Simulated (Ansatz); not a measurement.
Reactions of CH8Al2Ge (`[AlH2][CH]([AlH2])[GeH3]`).

Program: Ansatz. Geometries: PBE0-D4/def2-TZVP. ΔE: electronic, gas phase. CBS: MP2 limit from def2 TZ/QZ plus the TZ coupled-cluster correction, frozen cores. This one scheme is used for every species. For Ge outer-core shells are correlated without core-valence functions, which leaves a few kJ/mol of doubt a bond. Scalar relativity is left out up to krypton. One conformer a species, not always the lowest.

```csv
reaction,CCSD/CBS(def2) (kcal/mol),CCSD(T)/CBS(def2) (kcal/mol)
`[AlH2][CH]([AlH2])[GeH3]` + H₂S → `[AlH2][CH](S)[GeH3]` + `[AlH3]`,22.8,22.9
`[AlH2][CH]([AlH2])[GeH3]` + `NC#CO` → `NC#C[O][GeH3]` + `[AlH2][CH2][AlH2]`,-5.8,-5.4
`[AlH2][CH]([AlH2])[GeH3]` + H₂ → `[AlH2][CH2][AlH2]` + GeH₄,-4.0,-2.6
`[AlH2][CH]([AlH2])[GeH3]` + H₂ → `[AlH2][CH2][GeH3]` + `[AlH3]`,3.5,5.1
```

Largest T1 diagnostic: 0.013, for `NC#C[O][GeH3]`.
